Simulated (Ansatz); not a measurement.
Species: H$_{2}$BBrO$_{2}$, SMILES `OB(O)Br` (H–O–B–Br torsion -180°, Br–B–O–H torsion 180°) with one electron removed (charge 1, multiplicity 2), formula H₂BBrO₂.

Q: How many basis functions does frozen-core CCSD(T)/cc-pVTZ // PBE0-D3(BJ)/def2-TZVP (Ansatz, a first-principles code) use, how many core orbitals are frozen, and how many electrons are correlated?

A: 161 basis functions and 12 frozen orbitals, which leaves 33 correlated electrons (filled d shells below the valence shell are correlated). Core time is of the order of minutes.
